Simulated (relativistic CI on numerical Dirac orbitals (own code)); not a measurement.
# Calculated levels, Pm59+

These numbers are calculated, not measured: Dirac-Coulomb-Breit CI, separate exchange-only KLI orbitals for each configuration, a model potential for QED, unscaled Slater integrals (own radial code, finite nucleus).

CI space: 1s², 1s2s, 1s2p, 1s3s, 1s3p, 1s3d, 1s4s, 1s4p, 1s4d, 1s4f, 1s5s, 1s5p, 1s5d, 1s5f, 1s5g, 1s6s, 1s6p, 1s6d, 2s². Levels of other configurations are missing.

```
No.  Configuration  Term  J   E (eV)    %  Lifetime (s)  jj configuration (%)
  1            1s²    ¹S  0      0.0  100                        closed (100)
  2           1s2s    ³S  1  38958.0  100      7.39e-13           1s 2s (100)
  3           1s2p   ³P°  1  39048.1   69      1.90e-16        1s 2p1/2 (100)
  4           1s2p   ³P°  0  39062.3  100                      1s 2p1/2 (100)
  5           1s2s    ¹S  0  39063.1  100                         1s 2s (100)
  6           1s2p   ³P°  2  39712.2  100      1.25e-13        1s 2p3/2 (100)
  7           1s2p   ¹P°  1  39752.5   69      9.22e-17        1s 2p3/2 (100)
  8           1s3s    ³S  1  46377.7  100      7.97e-15           1s 3s (100)
  9           1s3p   ³P°  1  46402.1   69      5.96e-16        1s 3p1/2 (100)
 10           1s3s    ¹S  0  46405.7  100      8.19e-15           1s 3s (100)
 11           1s3p   ³P°  0  46405.9  100      3.00e-15        1s 3p1/2 (100)
 12           1s3p   ³P°  2  46599.6  100      3.68e-15        1s 3p3/2 (100)
 13           1s3d    ³D  2  46608.7   60      1.09e-15        1s 3d3/2 (100)
 14           1s3d    ³D  1  46610.9  100      1.11e-15        1s 3d3/2 (100)
 15           1s3p   ¹P°  1  46611.3   69      3.04e-16        1s 3p3/2 (100)
 16           1s3d    ³D  3  46668.8  100      1.19e-15        1s 3d5/2 (100)
 17           1s3d    ¹D  2  46670.7   60      1.16e-15        1s 3d5/2 (100)
 18           1s4s    ³S  1  48935.8  100      1.18e-14           1s 4s (100)
 19           1s4p   ³P°  1  48945.7   69      1.38e-15        1s 4p1/2 (100)
 20           1s4s    ¹S  0  48947.2  100      1.19e-14           1s 4s (100)
 21           1s4p   ³P°  0  48947.3  100      5.16e-15        1s 4p1/2 (100)
 22           1s4p   ³P°  2  49028.7  100      6.13e-15        1s 4p3/2 (100)
 23           1s4d    ³D  2  49032.5   60      2.49e-15        1s 4d3/2 (100)
 24           1s4d    ³D  1  49033.4  100      2.56e-15        1s 4d3/2 (100)
 25           1s4p   ¹P°  1  49033.6   69      7.13e-16        1s 4p3/2 (100)
 26           1s4d    ³D  3  49057.9  100      2.77e-15        1s 4d5/2 (100)
 27           1s4f   ³F°  3  49058.2   57      5.38e-15        1s 4f5/2 (100)
 28           1s4f   ³F°  2  49058.6  100      5.39e-15        1s 4f5/2 (100)
 29           1s4d    ¹D  2  49058.8   60      2.66e-15        1s 4d5/2 (100)
 30           1s4f   ³F°  4  49070.6  100      5.51e-15        1s 4f7/2 (100)
```

Energies count from the lowest computed level; ° marks odd parity; lifetimes are radiative, by E1, M1, E2, M2 decay to levels of this space only; some are left blank where a channel outside the calculation adds to the decay or the decay crosses a small, uncertain gap. Filled j subshells are mostly left out of the jj labels.

The mean weight of the leading LS term, summed over parents, in these 30 levels is 87 %, and that of the leading jj configuration (from the same eigenvectors) 100 %, so jj coupling describes them better and the LS labels are nominal.

At this charge energies of transitions that change n are usually good to better than 1 %, and those within a shell (Δn = 0) to a few per cent.

LS names give the leading component of a level, which can be under half, so a name can repeat, a term be missing and a line seem to break the LS rules.
